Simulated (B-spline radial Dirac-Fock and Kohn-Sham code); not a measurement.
## W⁴⁺ 5p3/2: cross section and angular parameters

System: tungsten as W⁴⁺ in the configuration [Xe] 4f14 5d2; threshold 90.02 eV (orbital energy of the model). These are calculated numbers from a radial finite-basis atomic code; the model is Dirac-Hartree-Slater photoionisation with a Latter tail; cross sections with all multipoles, angular parameters from the dipole term and its interference with E2.

For linearly polarised light dσ/dΩ = σ/(4π) [1 + β P₂(cos θ) + (δ + γ cos²θ) sin θ cos φ], with θ from the polarisation vector and φ the angle between the beam and the projection of the electron momentum on the plane normal to the polarisation.

```
hν (eV)  σ (kb)       β       γ       δ
    100     448   0.658   0.347  -0.036
    142     217  -0.262   0.145  -0.017
    209       ?       ?       ?       ?
    271     105   0.340  -0.024   0.041
    288    99.0   0.422  -0.001   0.041
    293    97.2   0.445   0.007   0.041
    300    94.9   0.475   0.017   0.040
    400    70.0   0.819   0.141   0.034
    709    34.6   1.298   0.284   0.012
 1486.9    11.7   1.622   0.114  -0.001
   1650    9.85   1.650   0.077  -0.001
   1880    7.91   1.679   0.033  -0.001
   1890    7.84   1.680   0.032  -0.001
   3390    2.68   1.751  -0.031   0.004
   3490    2.53   1.753  -0.026   0.005
   4270    1.69   1.757   0.038   0.007
   4850    1.29   1.754   0.104   0.009
 5414.7    1.02   1.750   0.178   0.010
   6000   0.816   1.743   0.260   0.012
   6560   0.669   1.735   0.341   0.014
   6780   0.621   1.732   0.373   0.014
   8200   0.401   1.709   0.582   0.018
  12000   0.159   1.641   1.104   0.031
  14000   0.108   1.605   1.348   0.039
  15000  0.0900   1.587   1.462   0.044
```

Task: Give the values at 209 eV.

Result: σ = 138 kb, β = -0.024, γ = -0.079, δ = 0.031.
